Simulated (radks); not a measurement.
Neutral terbium inside a hard spherical wall (all orbitals vanish at R), configuration held at [Xe] 4f9 6s2 and not refilled when levels cross. Method: scalar-relativistic Kohn-Sham, LDA (Slater exchange, VWN5 correlation), spin-unpolarised, spherical densities, point nucleus; computed with a radial shooting solver on a logarithmic mesh with Libxc functionals. Eigenvalues in eV, with the zero of energy where the potential of the charges vanishes at infinity; a dash marks a level that is unbound or too diffuse for the functional's potential to be trusted. A positive occupied level is held by the wall or, in an anion where self-interaction has pushed it up, behind a barrier. The pressure on the wall is -dE/dV.

R (bohr),E (hartree),kinetic (hartree),e(5s),e(5p),e(6s),e(4f),"e(5d, empty)","e(6p, empty)",pressure (GPa)
free,-11701.2434,12592.037,-47.633,-24.955,-3.851,-3.245,-1.463,-1.219,0
15,-11701.2434,12592.038,-47.631,-24.953,-3.849,-3.243,-1.460,-1.204,0.000162
10,-11701.2410,12592.059,-47.477,-24.800,-3.724,-3.092,-1.308,-0.866,0.0555
8,-11701.2269,12592.150,-46.982,-24.315,-3.255,-2.605,-0.828,0.045,0.571
7,-11701.2010,12592.283,-46.401,-23.749,-2.594,-2.029,-0.241,1.191,1.90
5,-11700.9505,12593.298,-43.609,-21.091,2.117,0.846,2.992,8.495,28.2
4,-11700.3591,12595.545,-39.966,-17.634,11.054,4.900,7.873,20.986,156
3.5,-11699.5669,12598.557,-36.390,-14.090,21.462,9.113,13.019,34.510,435
2.5,-11693.1775,12621.393,-17.216,7.150,86.519,31.854,42.786,111.07,5480
1.5,-11629.7135,12814.621,117.58,163.66,497.07,139.34,235.17,549.65,200000
